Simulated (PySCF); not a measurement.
Species: InH2(CN), CH2InN.
Bonds: In1–C4, C4–N5. Hydrogens: H2, H3 on In1.

A GFN2-xTB structure was refined with PySCF, PBE0-D3(BJ)/def2-SVP geometry optimisation, gas phase, def2 core potentials past Kr. Its GFN2-xTB values:

```
coordinate  GFN2-xTB
    In1–H2   1.725 Å
    In1–C4   2.171 Å
     C4–N5   1.147 Å
 In1–C4–N5    179.1°
 H2–In1–H3    125.4°
 H2–In1–C4    117.2°
```

**Question.** How do these coordinates change at the PBE0-D3(BJ)/def2-SVP level?

**Answer.** 
```tsv
coordinate	PBE0-D3(BJ)/def2-SVP (Å or °)	change
In1–C4	2.148	-0.023
C4–N5	1.162	+0.015
In1–H2	1.713	-0.012
H2–In1–H3	131.2	+5.8
H2–In1–C4	114.4	-2.8
In1–C4–N5	179.3	+0.2
```

The energy falls by 0.72 kcal/mol over 4 energy and gradient evaluations, the largest force component goes from 0.0397 to 2.0e-04 Eh/bohr, and the atoms move by 0.050 Å rms after alignment. The bond that changes most is In1–C4 (ends: indium bonded to C and 2 H; carbon bonded to In and N), which shortens by 0.023 Å. Bonds longer at the end by more than 0.005 Å: 1 of 4; shorter: 3. Rotational constants go from 106742, 2859, 2784 to 103082, 2891, 2812 MHz.

The run used 64 basis functions and 26 SCF cycles in all.

No PBE0-D3(BJ)/def2-SVP frequencies stand behind this structure, so it isn't proved a minimum.
